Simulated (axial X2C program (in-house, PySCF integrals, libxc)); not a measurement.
## Bond lengths and stretching modes, held linear, of SSnS

Computed with an in-house all-electron X2C program for linear molecules (integrals from PySCF): two-component X2C with atomic mean-field Coulomb and Gaunt terms, Gaussian nuclei, basis S dyall-av3z, Sn dyall-v3z with contracted cores. Spin-free rows use the one-electron spin-free X2C Hamiltonian.

Masses S 31.972, Sn 119.902, S 31.972 u. States: 2c Ω = 0 (all partner blocks equally filled); spin-free M_S = 0, Λ = 0 (closed shell).

LDA, spin-free: energies above the lowest point

```json
{"r(S–Sn) (Å)": "2.1304", "r(Sn–S) (Å)": "2.1304", "E (meV)": "71.94"}
{"r(S–Sn) (Å)": "2.1304", "r(Sn–S) (Å)": "2.1850", "E (meV)": "36.36"}
{"r(S–Sn) (Å)": "2.1304", "r(Sn–S) (Å)": "2.2396", "E (meV)": "67.98"}
{"r(S–Sn) (Å)": "2.1850", "r(Sn–S) (Å)": "2.1304", "E (meV)": "36.36"}
{"r(S–Sn) (Å)": "2.1850", "r(Sn–S) (Å)": "2.1850", "E (meV)": "0.00"}
{"r(S–Sn) (Å)": "2.1850", "r(Sn–S) (Å)": "2.2396", "E (meV)": "30.72"}
{"r(S–Sn) (Å)": "2.1850", "r(Sn–S) (Å)": "2.2943", "E (meV)": "113.60"}
{"r(S–Sn) (Å)": "2.2396", "r(Sn–S) (Å)": "2.1304", "E (meV)": "67.98"}
{"r(S–Sn) (Å)": "2.2396", "r(Sn–S) (Å)": "2.1850", "E (meV)": "30.72"}
{"r(S–Sn) (Å)": "2.2396", "r(Sn–S) (Å)": "2.2396", "E (meV)": "60.44"}
{"r(S–Sn) (Å)": "2.2943", "r(Sn–S) (Å)": "2.1850", "E (meV)": "113.60"}
{"r(S–Sn) (Å)": "2.2943", "r(Sn–S) (Å)": "2.2943", "E (meV)": "222.88"}
```

Q: Fit a quadratic surface with cubic terms in each bond: where is the minimum, and what are the two stretching wavenumbers?

A: At LDA, spin-free: bonds 2.185 and 2.185 Å; harmonic stretches 433.8 and 545.1 cm⁻¹; force constants 3.6, 3.6 and coupling -0.05 mdyn/Å.

The other levels and Hamiltonians give:

```
Hamiltonian  level  r(S–Sn) (Å)  r(Sn–S) (Å)  lower stretch (cm⁻¹)  upper stretch (cm⁻¹)
         2c   PBE0        2.188        2.188                 442.5                 551.0
         2c     HF        2.182        2.182                 460.1                 558.4
         2c    LDA        2.186        2.186                 433.3                 544.5
         2c    MP2        2.196        2.196                 447.7                 563.5
  spin-free   PBE0        2.187        2.187                 443.0                 551.7
  spin-free     HF        2.181        2.181                 460.9                 559.2
  spin-free    MP2        2.196        2.196                 447.8                 563.9
```

Each state is one determinant, the lowest of a limited PBE0 search; the stretches come from a fit to these few points and carry an uncertainty of a few per cent. Other orders of the atoms were not compared. MP2 freezes inner shells (threshold -2 hartree). The molecule was held linear; bending was not examined, so a bent shape may lie lower.
